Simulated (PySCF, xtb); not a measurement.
(Z)-1,2-difluoro-1-methoxyethene (C3H4F2O), SMILES CO/C(F)=C/F.

GFN2-xTB run with xtb at its own geometry gives an orbital gap of 4.88 eV and a dipole moment of 3.30 D.

Geometry: PBE0-D3(BJ)/def2-SVP. Other conformers were not sampled.

Task: What does PySCF with PBE/def2-TZVP give? (Estimate from the structure and the level; the computed values follow.)

Result: gap 5.32 eV (levels -5.57 and -0.24 eV), dipole 2.43 D.
